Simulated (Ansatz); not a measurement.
Species: sum formula Si$_{2}$H$_{3}$Cl$_{3}$ (charge 0, singlet). SMILES: [SiH3][Si](Cl)(Cl)Cl
Geometry: optimised at B3LYP-D3(BJ)/def2-TZVP (Ansatz, a program for electronic structure).

Property: atomisation energy (electronic, to ground-state atoms); the coupled-cluster value holds the core correlation from cc-pwCVTZ, in kcal/mol. Valence correlation only, unless marked. UHF or UKS for open shells. No spin-orbit coupling. Non-relativistic. CBS marks a two-point X^-3 extrapolation of the correlation energy; Hartree-Fock from the larger set.

Level to compare with: CCSD(T)/CBS(aug-cc-pV(T+d)Z,aug-cc-pV(Q+d)Z) plus the core term (Ansatz), 587.5 kcal/mol. It is a level with limits of its own, and the differences hold the functionals' basis error too.

### Question
Rank these functionals by how close they come to CCSD(T)/CBS(aug-cc-pV(T+d)Z,aug-cc-pV(Q+d)Z), closest first: wB97X/def2-TZVPD (Ansatz); revPBE/def2-TZVPD (Ansatz); PBE/def2-TZVPD (Ansatz).

### Answer
wB97X/def2-TZVPD (range-separated hybrid, 584.0 kcal/mol, difference -3.5), PBE/def2-TZVPD (GGA, 576.6 kcal/mol, difference -10.9), revPBE/def2-TZVPD (GGA, 555.5 kcal/mol, difference -32.0)
